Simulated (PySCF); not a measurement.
HClFGaO (SMILES [OH][Ga]([F])[Cl]), singlet, geometry from GFN2-xTB (such geometries of metal compounds can be far from the true shape); CASSCF(4,4)/STO-3G in PySCF.

The PySCF input:
```python
from pyscf import gto, scf, mcscf
import numpy

mol = gto.Mole()
mol.atom = '''
    Ga    0.04115177   -0.20647953    0.12911652
    F    -1.25848463   -1.40073536    0.20520878
    Cl   -0.16447060    1.56060113   -0.91195305
    O     1.43507699   -0.74075535    1.02477718
    H     1.36604110   -1.59669267    1.45549337
'''
mol.basis = 'sto-3g'
mol.verbose = 4
mol.build()

mf = scf.RHF(mol)
mf.kernel()
mc = mcscf.CASSCF(mf, 4, 4)
mc.kernel()
occ = numpy.linalg.eigvalsh(mc.fcisolver.make_rdm1(mc.ci, mc.ncas, mc.nelecas))[::-1]
ss = mc.fcisolver.spin_square(mc.ci, mc.ncas, mc.nelecas)[0]
print('natural occupations', occ.round(4), ' <S^2>', round(ss, 4))
```

Q: What does PySCF print? Leave out banner, timings and long lists.

A: 
```
PySCF version 2.14.0

[INPUT] verbose = 4
[INPUT] num. atoms = 5
[INPUT] num. electrons = 66
[INPUT] charge = 0
[INPUT] spin (= nelec alpha-beta = 2S) = 0
[INPUT] symmetry False subgroup None
[INPUT] Mole.unit = angstrom
[INPUT] Symbol           X                Y                Z      unit          X                Y                Z       unit  Magmom
[...]
nuclear repulsion = 367.923886330451
number of shells = 20
number of NR pGTOs = 114
number of NR cGTOs = 38
basis = sto-3g
ecp = {}

******** <class 'pyscf.scf.hf.RHF'> ********
method = RHF
initial guess = minao
damping factor = 0
level_shift factor = 0
DIIS = <class 'pyscf.scf.diis.CDIIS'>
diis_start_cycle = 1
diis_space = 8
diis_damp = 0
SCF conv_tol = 1e-09
SCF conv_tol_grad = None
SCF max_cycles = 50
direct_scf = True
direct_scf_tol = 1e-13
Set gradient conv threshold to 3.16228e-05
Initial guess from minao.
init E= -2525.31633890149
[...]
cycle= 1 E= -2527.88502165168  delta_E= -2.57  |g|= 0.502  |ddm|= 2.75
[...]
cycle= 2 E= -2528.00043418607  delta_E= -0.115  |g|= 0.126  |ddm|= 1.03
[...]
cycle= 3 E= -2528.01031094506  delta_E= -0.00988  |g|= 0.0492  |ddm|= 0.325
[...]
cycle= 4 E= -2528.01158967997  delta_E= -0.00128  |g|= 0.0157  |ddm|= 0.106
[...]
cycle= 5 E= -2528.01181354929  delta_E= -0.000224  |g|= 0.00503  |ddm|= 0.0579
[...]
cycle= 6 E= -2528.01184177179  delta_E= -2.82e-05  |g|= 0.00244  |ddm|= 0.0181
[...]
cycle= 7 E= -2528.01185005656  delta_E= -8.28e-06  |g|= 0.000436  |ddm|= 0.0144
[...]
cycle= 8 E= -2528.01185032552  delta_E= -2.69e-07  |g|= 0.000159  |ddm|= 0.00219
[...]
cycle= 9 E= -2528.01185036673  delta_E= -4.12e-08  |g|= 5.54e-05  |ddm|= 0.000881
[...]
cycle= 10 E= -2528.01185037231  delta_E= -5.58e-09  |g|= 2.39e-05  |ddm|= 0.000328
[...]
cycle= 11 E= -2528.01185037343  delta_E= -1.13e-09  |g|= 9.24e-06  |ddm|= 0.000167
[...]
cycle= 12 E= -2528.0118503736  delta_E= -1.7e-10  |g|= 1.76e-06  |ddm|= 7.49e-05
[...]
Extra cycle  E= -2528.01185037361  delta_E= -6.37e-12  |g|= 1.01e-06  |ddm|= 5.08e-06
converged SCF energy = -2528.01185037361

******** <class 'pyscf.mcscf.mc1step.CASSCF'> ********
CAS (2e+2e, 4o), ncore = 31, nvir = 3
max_cycle_macro = 50
max_cycle_micro = 4
conv_tol = 1e-07
conv_tol_grad = None
orbital rotation max_stepsize = 0.02
orbital rotation threshold for CI restart = 0.01
augmented hessian ah_max_cycle = 30
augmented hessian ah_conv_tol = 1e-12
augmented hessian ah_linear dependence = 1e-14
augmented hessian ah_level shift = 1e-08
augmented hessian ah_start_tol = 2.5
augmented hessian ah_start_cycle = 3
augmented hessian ah_grad_trust_region = 3
kf_trust_region = 3
kf_interval = 4
ci_response_space = 4
ci_grad_trust_region = 3
with_dep4 0
natorb = False
canonicalization = True
sorting_mo_energy = False
ao2mo_level = 2
internal_rotation = False
******** <class 'pyscf.fci.direct_spin1.FCISolver'> ********
max. cycles = 50
conv_tol = 1e-08
davidson only = False
linear dependence = 1e-12
level shift = 0.001
max iter space = 12
nroots = 1
pspace_size = 400
spin = None
CASCI E = -2528.01649732300  S^2 = 0.0000000
Set conv_tol_grad to 0.000316228
macro iter   1 ( 21 JK    4 micro), CASSCF E = -2528.02195762795  dE = -5.46030495e-03  S^2 = 0.0000000
               |grad[o]|=0.0266  |grad[c]|=0.0978  |ddm|=0.0438  |maxRot[o]|=0.294
macro iter   2 ( 21 JK    4 micro), CASSCF E = -2528.02493581811  dE = -2.97819016e-03  S^2 = 0.0000000
               |grad[o]|=0.0427  |grad[c]|=0.056  |ddm|=0.0407  |maxRot[o]|=0.126
macro iter   3 ( 21 JK    4 micro), CASSCF E = -2528.02625976491  dE = -1.32394681e-03  S^2 = 0.0000000
               |grad[o]|=0.035  |grad[c]|=0.0173  |ddm|=0.0376  |maxRot[o]|=0.0728
macro iter   4 ( 21 JK    4 micro), CASSCF E = -2528.02646940403  dE = -2.09639113e-04  S^2 = 0.0000000
               |grad[o]|=0.0168  |grad[c]|=0.00947  |ddm|=0.0148  |maxRot[o]|=0.0883
macro iter   5 ( 21 JK    4 micro), CASSCF E = -2528.02657146361  dE = -1.02059585e-04  S^2 = 0.0000000
[...]
macro iter  25 (  7 JK    2 micro), CASSCF E = -2528.03918249332  dE = -1.13756747e-03  S^2 = 0.0000000
               |grad[o]|=0.00744  |grad[c]|=0.00784  |ddm|=0.0114  |maxRot[o]|=0.0685
macro iter  26 (  7 JK    2 micro), CASSCF E = -2528.04039880809  dE = -1.21631477e-03  S^2 = 0.0000000
               |grad[o]|=0.00818  |grad[c]|=0.0134  |ddm|=0.0123  |maxRot[o]|=0.0684
macro iter  27 (  5 JK    2 micro), CASSCF E = -2528.04076836383  dE = -3.69555737e-04  S^2 = 0.0000000
               |grad[o]|=0.0076  |grad[c]|=0.00246  |ddm|=0.00628  |maxRot[o]|=0.0298
macro iter  28 (  5 JK    2 micro), CASSCF E = -2528.04098496293  dE = -2.16599103e-04  S^2 = 0.0000000
               |grad[o]|=0.00583  |grad[c]|=0.00199  |ddm|=0.0064  |maxRot[o]|=0.0299
macro iter  29 (  9 JK    3 micro), CASSCF E = -2528.04060974016  dE =  3.75222771e-04  S^2 = 0.0000000
               |grad[o]|=0.00386  |grad[c]|=0.00287  |ddm|=0.00312  |maxRot[o]|=0.0549
macro iter  30 ( 21 JK    4 micro), CASSCF E = -2528.04060294462  dE =  6.79553568e-06  S^2 = 0.0000000
               |grad[o]|=0.00342  |grad[c]|=0.0049  |ddm|=0.00217  |maxRot[o]|=0.00297
macro iter  31 ( 21 JK    4 micro), CASSCF E = -2528.04076698478  dE = -1.64040157e-04  S^2 = 0.0000000
               |grad[o]|=0.00269  |grad[c]|=0.00146  |ddm|=0.000918  |maxRot[o]|=0.0144
macro iter  32 (  7 JK    2 micro), CASSCF E = -2528.04094796276  dE = -1.80977975e-04  S^2 = 0.0000000
               |grad[o]|=0.00207  |grad[c]|=0.000601  |ddm|=0.00239  |maxRot[o]|=0.0209
macro iter  33 (  5 JK    2 micro), CASSCF E = -2528.04103471916  dE = -8.67563999e-05  S^2 = 0.0000000
               |grad[o]|=0.00161  |grad[c]|=0.00109  |ddm|=0.00203  |maxRot[o]|=0.0164
macro iter  34 (  8 JK    3 micro), CASSCF E = -2528.04090451836  dE =  1.30200800e-04  S^2 = 0.0000000
               |grad[o]|=0.00132  |grad[c]|=0.00171  |ddm|=0.00154  |maxRot[o]|=0.0262
macro iter  35 ( 21 JK    4 micro), CASSCF E = -2528.04089682411  dE =  7.69425014e-06  S^2 = 0.0000000
               |grad[o]|=0.00182  |grad[c]|=0.00325  |ddm|=0.0015  |maxRot[o]|=0.00173
macro iter  36 ( 25 JK    4 micro), CASSCF E = -2528.04098699315  dE = -9.01690396e-05  S^2 = 0.0000000
               |grad[o]|=0.00166  |grad[c]|=0.00127  |ddm|=0.00071  |maxRot[o]|=0.0133
macro iter  37 ( 18 JK    4 micro), CASSCF E = -2528.04096094251  dE =  2.60506354e-05  S^2 = 0.0000000
               |grad[o]|=0.00114  |grad[c]|=0.00286  |ddm|=0.00117  |maxRot[o]|=0.00564
macro iter  38 ( 11 JK    2 micro), CASSCF E = -2528.04101874640  dE = -5.78038939e-05  S^2 = 0.0000000
               |grad[o]|=0.00134  |grad[c]|=0.000573  |ddm|=0.00104  |maxRot[o]|=0.0106
macro iter  39 (  7 JK    2 micro), CASSCF E = -2528.04106893316  dE = -5.01867576e-05  S^2 = 0.0000000
               |grad[o]|=0.000915  |grad[c]|=0.000414  |ddm|=0.0017  |maxRot[o]|=0.0173
macro iter  40 ( 13 JK    4 micro), CASSCF E = -2528.04106856988  dE =  3.63285380e-07  S^2 = 0.0000000
               |grad[o]|=0.000667  |grad[c]|=0.000932  |ddm|=0.00148  |maxRot[o]|=0.00413
macro iter  41 (  4 JK    1 micro), CASSCF E = -2528.04107385591  dE = -5.28603414e-06  S^2 = 0.0000000
               |grad[o]|=0.000345  |grad[c]|=0.00101  |ddm|=0.000485  |maxRot[o]|=0.00626
macro iter  42 (  6 JK    2 micro), CASSCF E = -2528.04107415515  dE = -2.99236945e-07  S^2 = 0.0000000
               |grad[o]|=0.000183  |grad[c]|=8.69e-05  |ddm|=0.000379  |maxRot[o]|=0.00159
macro iter  43 (  4 JK    1 micro), CASSCF E = -2528.04107418580  dE = -3.06513357e-08  S^2 = 0.0000000
               |grad[o]|=5.23e-05  |grad[c]|=8.23e-05  |ddm|=9.28e-05  |maxRot[o]|=0.000487
1-step CASSCF converged in  43 macro (619 JK 134 micro) steps
CASSCF canonicalization
Density matrix diagonal elements [1.95173736 1.95264692 0.01482729 0.08078843]
CASSCF energy = -2528.04107418580
CASCI E = -2528.04107418580  E(CI) = -4.99115669350067  S^2 = 0.0000000
natural occupations [1.9814 1.9438 0.062  0.0128]  <S^2> 0.0
```
